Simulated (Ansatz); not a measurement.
CH6SSiSn (`[CH2]1[SiH2][S][SnH2]1`) at its PBE0-D4/def2-TZVP geometry, where that method's forces vanish. Total charge 0; spin multiplicity 1. Sn: def2 effective core potential.

```xyz
10

C     0.1710    0.9707    0.2628
Si    1.2097   -0.5697    0.5749
S     0.0027   -2.0814   -0.3612
Sn   -1.3647   -0.1197   -0.7803
H    -0.2009    1.4521    1.1675
H     0.6538    1.7167   -0.3690
H     2.5554   -0.4874   -0.0539
H     1.3950   -0.8478    2.0244
H    -1.5351    0.1945   -2.4490
H    -2.8869   -0.2280   -0.0163
```

(1) What forces (eV/Å) does B3LYP-D4/def2-TZVPP give on these atoms in Ansatz? (Estimate.)

Results:

(1) Computed: 
```
C1   0.146  0.202  0.116
Si2  0.318  0.009  0.179
S3   0.059 -0.294 -0.019
Sn4 -0.336  0.095 -0.170
H5   0.027 -0.016 -0.070
H6  -0.042 -0.037  0.053
H7  -0.082  0.000  0.045
H8  -0.006  0.024 -0.091
H9  -0.015  0.016 -0.069
H10 -0.068  0.000  0.025
```

B3LYP here is the variant with VWN-RPA as its local correlation; programs differ in this.
